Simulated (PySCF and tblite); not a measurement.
Results of a calculation; reference values are marked as such.
C7H7FN2, numbered as in [N:1]#[C:2][c:3]1[cH:4][cH:5][n:6]([CH2:7][CH2:8][F:9])[cH:10]1.

The ensemble was built from 90 distance-geometry starts (ETKDG and KDG, MMFF94s, GFN2-xTB) and rests on GFN2-xTB geometries. Energies: B3LYP-D3(BJ)/def2-SVP (IEF-PCM, water), with GFN2-xTB thermal terms (modes under about 100 cm⁻¹ blended into free rotors). Symmetry numbers and mirror images are counted. Conformers within 2.5 kcal/mol (GFN2-xTB free energy) were kept, 4 at most. Run with PySCF (density fitting) and tblite.

Rotational constants are equilibrium values for the commonest isotopes; dipoles come from the energy level named and are polarised by its solvent model.

Torsions listed: C5–N6–C7–C8, N6–C7–C8–F9. Of a mirror pair one member is shown.

| conformer | shape | symmetry |
| --- | --- | --- |
| 1 | -95°, -73° | C1 (pair) |
| 2 | 78°, -73° | C1 (pair) |
| 3 | 86°, 180° | C1 (pair) |

(1) Give the rotational constants and dipole components.

(2) Which type of transition is strongest for conformer 1?

## Answers

(1) 
```
conformer  A (MHz)  B (MHz)  C (MHz)  abs μa (D)  abs μb (D)  abs μc (D)      κ  Ic−Ia−Ib (u Å²)
        1     2820      764      641        8.50        4.62        0.85  -0.89            -51.9
        2     3933      657      618        7.74        2.00        2.24  -0.98            -79.2
        3     4086      591      543        6.30        2.19        0.76  -0.97            -48.1
```

(2) a-type, since that component is clearly the largest; the top is near-prolate.
